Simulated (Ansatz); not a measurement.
Start from `[SiH3]C1(Cl)O[SiH2]1` and change one atom or group to get `CC1(Cl)O[SiH2]1`.

Ansatz, PBE0-D4/def2-TZVP geometries, multiplicity 1. 

```csv
property,`[SiH3]C1(Cl)O[SiH2]1`
LUMO energy (ωB97M-V/def2-TZVPP) / eV,0.66
HOMO energy (ωB97M-V/def2-TZVPP) / eV,-9.55
HOMO energy (PBE0/def2-TZVPP) / eV,-7.37
HOMO energy (B3LYP/def2-TZVPP) / eV,-7.16
HOMO–LUMO gap (ωB97M-V/def2-TZVPP) / eV,10.20
HOMO–LUMO gap (PBE0/def2-TZVPP) / eV,6.27
```

Task: Give the same properties after the change, and the shifts. (An estimate is asked.)

Result: Ansatz gave: 
```json
{"property": "LUMO energy (ωB97M-V/def2-TZVPP) / eV", "`CC1(Cl)O[SiH2]1`": "0.81", "shift": "0.15"}
{"property": "HOMO energy (ωB97M-V/def2-TZVPP) / eV", "`CC1(Cl)O[SiH2]1`": "-9.57", "shift": "-0.02"}
{"property": "HOMO energy (PBE0/def2-TZVPP) / eV", "`CC1(Cl)O[SiH2]1`": "-7.38", "shift": "-0.01"}
{"property": "HOMO energy (B3LYP/def2-TZVPP) / eV", "`CC1(Cl)O[SiH2]1`": "-7.17", "shift": "-0.01"}
{"property": "HOMO–LUMO gap (ωB97M-V/def2-TZVPP) / eV", "`CC1(Cl)O[SiH2]1`": "10.37", "shift": "0.17"}
{"property": "HOMO–LUMO gap (PBE0/def2-TZVPP) / eV", "`CC1(Cl)O[SiH2]1`": "6.42", "shift": "0.15"}
```

Positive LUMOs are unbound, so they and the gaps depend on the basis.

B3LYP here is the variant with VWN-RPA as its local correlation; programs differ in this.
